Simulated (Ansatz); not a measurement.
`N[SiH]1CN1` + H–F → `F[SiH]1CN1` + NH₃ at 700 K and 1 bar (ligand exchange at the Si–N bond).

Gas-phase electronic energies from Ansatz, PBE0-D4/def2-TZVP geometries. CBS: MP2 limit from def2 TZ/QZ plus the TZ coupled-cluster correction, frozen cores. This one scheme is used for every species. Each species was taken in one conformer, which may not be the lowest.

| species | CCSD(T)/CBS energy (Eh) | H − E (kJ/mol) | S (J/(mol·K)) |
| --- | --- | --- | --- |
| `N[SiH]1CN1` | -440.14633 | 271.5 | 414.5 |
| H–F | -100.39570 | 45.2 | 198.5 |
| `F[SiH]1CN1` | -484.06067 | 198.9 | 379.0 |
| NH₃ | -56.50880 | 116.9 | 226.5 |

H − E and S are ideal-gas, rigid-rotor, harmonic terms from PBE0-D4/def2-TZVP, for one conformer and one mirror image of each species. 1 Eh = 2625.50 kJ/mol, R = 8.31446 J/(mol·K).

Question: By hand: ΔE, ΔH, ΔS and ΔG.

Answer: ΔE = (-484.06067) + (-56.50880) − (-440.14633) − (-100.39570) = -0.02744 Eh = -72.0 kJ/mol. Δ(H − E) = 198.9 + 116.9 − 271.5 − 45.2 = -0.9, so ΔH = -72.9 kJ/mol. ΔS = 379.0 + 226.5 − 414.5 − 198.5 = -7.5 J/(mol·K). ΔG = -72.9 − 700 × (-7.5)/1000 = -67.7 kJ/mol.

Question: By hand: the equilibrium constant, and the temperature at which ΔG would vanish if ΔH and ΔS stayed fixed.

Answer: log₁₀ K = −ΔG/(RT ln 10) = 5.1. ΔG = 0 at ΔH/ΔS = 9720 K, far beyond where these terms or the molecules hold.

The number of gas molecules stays the same, so ΔS is small and ΔH decides. A doubt of 5 kJ/mol in ΔE shifts log₁₀ K by 0.4 here. Other conformers and mirror images would add mixing entropy, several J/(mol·K) or more a flexible species. These are equilibria of isolated gas molecules and say nothing of rates. Largest T1 diagnostic: 0.012 (customary marks: 0.02 for closed shells, 0.045 for open ones).
